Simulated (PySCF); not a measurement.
Compound: C₇H₁₂NP.
Geometry (PBE0-D3(BJ)/def2-SVP, Å), atoms numbered from 1 in this order:
```xyz
21
C7H12NP angstrom
C      3.311    0.024    0.964
C      2.092    0.604    0.317
C      0.837    0.051    0.398
N     -0.127    0.756   -0.273
C     -1.534    0.355   -0.324
C     -1.699   -0.981   -1.036
C     -2.160    0.366    1.064
C      0.360    1.865   -0.884
P      2.056    2.096   -0.658
H      3.763    0.727    1.682
H      4.088   -0.220    0.223
H      3.071   -0.901    1.511
H      0.557   -0.861    0.927
H     -2.026    1.132   -0.930
H     -1.227   -0.955   -2.029
H     -2.767   -1.215   -1.163
H     -1.242   -1.800   -0.460
H     -3.239    0.167    0.997
H     -1.716   -0.407    1.709
H     -2.015    1.342    1.550
H     -0.336    2.492   -1.443
```

Computed with PySCF at PBE0/pcSseg-1, non-relativistic, on one gas-phase PBE0-D3(BJ)/def2-SVP geometry that isn't relaxed in the solvent. The solvent is an IEF-PCM continuum (Bondi radii, 1.10 Å for H, scaled by 1.2). Only the electrostatic response of the medium enters.

| run | E − E(gas) (kcal/mol) | HOMO (eV) | HOMO–LUMO gap (eV) | dipole (D) |
| --- | --- | --- | --- | --- |
| gas | 0.00 | -6.08 | 6.08 | 3.97 |
| P | -5.85 | -6.36 | 6.10 | 5.55 |
| Q | -5.65 | -6.35 | 6.10 | 5.50 |

Q: The runs were made in acetone and methanol. Which run belongs to which solvent?

A: P = methanol, Q = acetone. The dielectric constants are 20.49 (acetone), 32.61 (methanol), and the energy falls further as ε rises. In this model the ground state sees the solvent through ε alone.

Q: How constant is the ratio of the lowering to (ε − 1)/(2ε + 1)?

A: 
```tsv
solvent	(ε − 1)/(2ε + 1)	E − E(gas) (kcal/mol)	ratio (kcal/mol)	polarisation term (kcal/mol)
acetone	0.464	-5.65	-12.2	-7.05
methanol	0.477	-5.85	-12.3	-7.35
```

The ratio changes by +0.7 % in size from acetone to methanol. The polarisation term is half the interaction of the solute with the induced surface charges.

Time: 75 s of wall time; peak memory 1.2 GiB. Hardware: one thread, Arm Neoverse N1 (aarch64) (shared host). This is the whole shielding run at PBE0/pcSseg-1 in methanol, SCF included.
